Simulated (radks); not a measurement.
Results of a calculation; reference values are marked as such.
Q: The mean radii <r> (bohr) of the occupied orbitals of an atom or ion are listed with their occupations. Level of theory: scalar-relativistic Kohn-Sham, PBEsol, spin-polarised, spherical densities, finite nucleus; Fermi nuclear charge, rms radius of each element as measured or else 0.836 A^(1/3) + 0.57 fm (a radial shooting solver on a logarithmic mesh with Libxc functionals).

orbital  occ.      <r>
1s          2  0.05623
2s          2   0.2557
2p          6   0.2251
3s          2   0.7787
3p          6   0.8244
3d          8    1.137

Name the element and its charge.

A: Z = 27, cobalt, charge +1: Co+ in [Ar] 3d(up 4, down 4). The 1s radius gives Z: for a bare nucleus <r> = (2 gamma + 1)/(2Z) with gamma = sqrt(1 - (Z/c)^2), 0.05483 bohr for Z = 27, and screening makes it slightly larger (0.05623 here). The occupations add up to 26, and the charge is Z minus that.
